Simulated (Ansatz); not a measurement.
Geometry optimisation, Ansatz 0.2.0, RKS B3LYP/6-31G*.

Input:

```yaml
crystal:
  periodic: [false, false, false]
  atoms:
    - { symbol: B, position_ang: [-0.151638, 0.634937, -0.473303] }
    - { symbol: F, position_ang: [0.038501, -0.125348, 1.936587] }
    - { symbol: C, position_ang: [1.27148, 0.012219, -0.765423] }
    - { symbol: H, position_ang: [1.241581, -1.072109, -0.918986] }
    - { symbol: H, position_ang: [1.700477, 0.461518, -1.673238] }
    - { symbol: H, position_ang: [1.9754, 0.211647, 0.048639] }
    - { symbol: "N", position_ang: [-1.347246, 0.008751, -0.895423] }
    - { symbol: H, position_ang: [-1.347313, -0.941404, -1.236814] }
    - { symbol: H, position_ang: [-2.276768, 0.34437, -0.682637] }
    - { symbol: O, position_ang: [-0.177159, 1.932211, 0.063857] }
    - { symbol: H, position_ang: [-1.077711, 2.284168, 0.119639] }
    - { symbol: H, position_ang: [0.208795, 0.79004, 1.903101] }
basis:
  gaussian: { orbitals: "6-31G*" }
hamiltonian:
  xc: b3lyp
relax:
  f_tol: 0.03
  max_steps: 50
```

Command:

```bash
$ ansatz run input.yaml --threads 2 --pin off --max-ram 3072MiB --backend cpu --events-out ev --progress --plain --runs-dir out
```

Task: Where does it end, and by what steps?

Result: The forces met the threshold. The force dipped under the threshold on the way, but the program's further checks kept it going. After 15 steps the energy has fallen by 0.250 eV; F2 moved furthest, 1.48 Å.

```
step  energy less start (eV)  largest force component (eV/Å)  accepted
   0                  0.0000                           0.513       yes
   1                 -0.0516                           2.236       yes
   2                 -0.1401                           1.454       yes
   3                 -0.1755                           0.670       yes
   4                 -0.2061                           0.323       yes
   5                 -0.2231                           0.236       yes
   6                 -0.2323                           0.292       yes
   7                 -0.2383                           0.215       yes
   8                 -0.2436                           0.094       yes
   9                 -0.2458                           0.188       yes
  10                 -0.2470                           0.111       yes
  11                 -0.2481                           0.030       yes
  12                 -0.2492                           0.027       yes
  13                 -0.2489                           0.161        no
  14                 -0.2499                           0.039       yes
  15                 -0.2500                           0.024       yes
```

```xyz
12
Properties=species:S:1:pos:R:3
B -0.309 0.462 -0.517
F 1.081 0.793 2.446
C 1.140 -0.134 -0.684
H 1.157 -1.115 -1.173
H 1.764 0.544 -1.283
H 1.619 -0.218 0.297
N -1.424 0.015 -1.255
H -1.346 -0.736 -1.926
H -2.363 0.383 -1.181
O -0.442 1.509 0.407
H -1.345 1.841 0.508
H 0.527 1.198 1.786
```

The run took 37 s on 2 threads of Arm Neoverse V2, with other jobs on the host, peak memory 0.18 GiB.
